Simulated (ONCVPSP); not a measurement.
Reading a pseudo-wave (technetium (Tc))

Columns: radius, all-electron u(r) and pseudo u(r) of the 4d shell (level -10.42 eV) of technetium in the configuration [Ar] 3d10 4s2 4p6 4d5 5s1.5; LDA (Perdew-Wang 92), scalar-relativistic, ONCV scheme, ONCVPSP 4.0.1.

```json
{"r (bohr)": "0.120", "all-electron": "-0.2031", "pseudo": "0.0027"}
{"r (bohr)": "0.240", "all-electron": "-0.3880", "pseudo": "0.0204"}
{"r (bohr)": "0.360", "all-electron": "-0.2914", "pseudo": "0.0645"}
{"r (bohr)": "0.480", "all-electron": "-0.0517", "pseudo": "0.1401"}
{"r (bohr)": "0.600", "all-electron": "0.2088", "pseudo": "0.2456"}
{"r (bohr)": "0.720", "all-electron": "0.4318", "pseudo": "0.3727"}
{"r (bohr)": "0.840", "all-electron": "0.5988", "pseudo": "0.5083"}
{"r (bohr)": "0.960", "all-electron": "0.7105", "pseudo": "0.6368"}
{"r (bohr)": "1.080", "all-electron": "0.7755", "pseudo": "0.7434"}
{"r (bohr)": "1.200", "all-electron": "0.8043", "pseudo": "0.8180"}
{"r (bohr)": "1.320", "all-electron": "0.8068", "pseudo": "0.8564"}
{"r (bohr)": "1.440", "all-electron": "0.7910", "pseudo": "0.8602"}
{"r (bohr)": "1.560", "all-electron": "0.7631", "pseudo": "0.8352"}
{"r (bohr)": "1.680", "all-electron": "0.7275", "pseudo": "0.7890"}
{"r (bohr)": "1.800", "all-electron": "0.6876", "pseudo": "0.7307"}
{"r (bohr)": "1.920", "all-electron": "0.6456", "pseudo": "0.6696"}
{"r (bohr)": "2.040", "all-electron": "0.6031", "pseudo": "0.6128"}
{"r (bohr)": "2.160", "all-electron": "0.5612", "pseudo": "0.5635"}
{"r (bohr)": "2.280", "all-electron": "0.5207", "pseudo": "0.5208"}
{"r (bohr)": "2.400", "all-electron": "0.4818", "pseudo": "0.4818"}
{"r (bohr)": "2.520", "all-electron": "0.4449", "pseudo": "0.4449"}
{"r (bohr)": "2.640", "all-electron": "0.4102", "pseudo": "0.4102"}
{"r (bohr)": "2.760", "all-electron": "0.3776", "pseudo": "0.3776"}
{"r (bohr)": "2.880", "all-electron": "0.3472", "pseudo": "0.3472"}
{"r (bohr)": "3.000", "all-electron": "0.3189", "pseudo": "0.3189"}
{"r (bohr)": "3.120", "all-electron": "0.2927", "pseudo": "0.2926"}
```

Problem. How many radial nodes do the two functions have?

Solution. The all-electron 4d function has n − l − 1 = 1; the pseudo-wave has 0, since the states of the same l below it are removed with the core.

Problem. At about which radius was the pseudo-wave matched?

Solution. 2.40 bohr, where the columns begin to agree (steps of 0.12 bohr).

Problem. Is the pseudo-wave norm-conserving?

Solution. Yes: the ONCV scheme keeps the norm inside the radius equal to the all-electron one, which fixes the energy derivative of the logarithmic derivative at the level.
